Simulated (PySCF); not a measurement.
AgCl, SMILES [Cl][Ag], multiplicity 1.

Geometry: PBE0-D3(BJ)/def2-TZVPD. The multiplicity is an assumed one; other spin states were not compared. The def2 effective core potentials stand for the cores of Ag; spin–orbit coupling is left out.

Two levels are set side by side: TDA-PBE/def2-TZVPD (PySCF) and TDA-M06-2X/def2-TZVPD (PySCF). Vertical, same geometry. The lowest singlet is HOMO→LUMO 100 % with PBE and HOMO→LUMO 95 % with the other functional; states are paired by order. Differences are taken from unrounded values.

```
quantity                               TDA-PBE
-------------------------------------  -------
lowest singlet excitation (eV)            2.43
lowest triplet excitation (TDA) (eV)      2.11
first bright state (f over 0.05) (eV)     3.49
its oscillator strength                   0.07
```

Question: These are the TDA-PBE values. What does TDA-M06-2X give? (The exact figures need the calculation; the answer reports its results.)

Answer: 
```csv
quantity,TDA-M06-2X,TDA-PBE minus TDA-M06-2X
lowest singlet excitation (eV),3.50,-1.08
lowest triplet excitation (TDA) (eV),3.13,-1.02
first bright state (f over 0.05) (eV),4.00,-0.51
its oscillator strength,0.07,0.01
```

Functionals without exact exchange tend to place singlet excitations lower, as here. Differences between two approximate levels are no errors against the true value.

Rough cost on one machine, each run with all the roots and properties that it gave: TDA-M06-2X against TDA-PBE about 6 times.
